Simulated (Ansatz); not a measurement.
Compare A (`C[NH][Al]([CH3])[SiH3]`) with its isomer B (`C[SiH](C)[AlH][NH2]`).

Computed with Ansatz on PBE0-D4/def2-TZVP structures; ΔE is electronic, products minus reactants. CCSD(T)/CBS is the MP2 limit (def2-TZVPP, def2-QZVPP) plus CCSD(T) − MP2 in def2-TZVPP, frozen cores. DFT in def2-TZVPP. B3LYP here is the variant with VWN-RPA as its local correlation; programs differ in this. One conformer a species, not always the lowest.

Q: Which is lower in electronic energy at CCSD(T)/CBS, and by how much? (An estimate is asked.)

A: Computed: B, by 16.4 kcal/mol.

Q: Give E(B) − E(A) in kcal/mol with B3LYP, CCSD(T)/def2-TZVPP, B2PLYP, HF/def2-TZVPP, B3LYP-D4, PBE-D4, ωB97M-V. (An estimate is asked.)

A: The calculation gave: B3LYP -14.6, CCSD(T)/def2-TZVPP -15.5, B2PLYP -15.4, HF/def2-TZVPP -15.2, B3LYP-D4 -15.1, PBE-D4 -15.1, ωB97M-V -16.3. None reverses the order clearly.

Largest T1 diagnostic: 0.012.
